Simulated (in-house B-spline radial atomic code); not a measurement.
Settings and results of a run for Al (an excited or competing configuration). Computed with an all-electron radial atomic-structure program (B-spline basis): Dirac-Hartree-Fock, average of configuration, Fermi nucleus of rms radius 3.061 fm.

Command:
```bash
python run_scf.py task.json out
```
Settings (nuclear radius in fm, mass in u):
```
Z                13
configuration    [Ne] 3s2 5f1
hamiltonian      dirac
method           hf
spin_polarised   False
nucleus          fermi
rms_radius       3.061
atomic_mass      26.98154
speed_of_light   137.035999084
```

Output (hartree, bohr):
```
 radial grid: 94 intervals, B-splines of order 8, outer radius 144.5 bohr

 iter        energy (Eh)    residual
    1       -241.6803122    2.24e-01
    2       -242.1211424    3.80e-02
    3       -242.1435902    1.39e-02
    4       -242.1476451    5.08e-03
    5       -242.1489605    1.69e-03
    6       -242.1490515    4.91e-04
    7       -242.1490636    2.27e-05
    8       -242.1490636    5.38e-07
    9       -242.1490636    3.71e-08

 total energy                     -242.149064
 kinetic                            243.06181
 electron-nucleus                  -577.02601
 electron-electron                   91.81513

 first-order corrections (not in the total)
   Gaunt                            0.04510
   retardation                     -0.00289
   frequency dependence            -0.00002
   self-energy                      0.02921
   Uehling                         -0.00175
   Wichmann-Kroll                   0.00000
   recoil                           0.00420

 orbital      occ     eigenvalue          <r>       <r^2>       <1/r>     <1/r^2>       r_max    small
 1s1/2      2.000      -58.90471     0.119909   0.0193598     12.6447     324.413     0.07841  2.12e-03
 2s1/2      2.000       -5.19609     0.617772    0.455638     2.36178     23.2385      0.4944  2.91e-04
 2p1/2      2.000       -3.49250     0.598554    0.452514     2.21497     7.01098      0.4307  2.63e-04
 2p3/2      4.000       -3.47513     0.600626    0.455502     2.20524     6.91932      0.4323  2.62e-04
 3s1/2      2.000       -0.61340      2.42534     6.77409    0.541362      1.5889       2.026  2.90e-05
 5f5/2      0.429       -0.02001      31.4664     1122.92   0.0400828  0.00230087       32.78  5.35e-07
 5f7/2      0.571       -0.02001      31.4665     1122.92   0.0400827  0.00230086       32.78  5.35e-07

 Slater integrals (Eh)
   F0(3s1/2,3s1/2)               0.372291
   F0(3s1/2,5f5/2)               0.040080
   G3(3s1/2,5f5/2)               0.000051
   F0(3s1/2,5f7/2)               0.040080
   G3(3s1/2,5f7/2)               0.000051
   F0(5f5/2,5f5/2)               0.028444
   F2(5f5/2,5f5/2)               0.014590
   F4(5f5/2,5f5/2)               0.010039
   F0(5f5/2,5f7/2)               0.028444
   F2(5f5/2,5f7/2)               0.014590
   F4(5f5/2,5f7/2)               0.010039
   G2(5f5/2,5f7/2)               0.014590
   G4(5f5/2,5f7/2)               0.010039
   G6(5f5/2,5f7/2)               0.007686
   F0(5f7/2,5f7/2)               0.028444
   F2(5f7/2,5f7/2)               0.014590
   F4(5f7/2,5f7/2)               0.010039
   F6(5f7/2,5f7/2)               0.007686
```

Time taken, with all properties: 4.2 s on 1 thread of Arm Neoverse V1 (shared host).

For the Dirac Hamiltonian the kinetic term is c α·p + (β - 1)c².
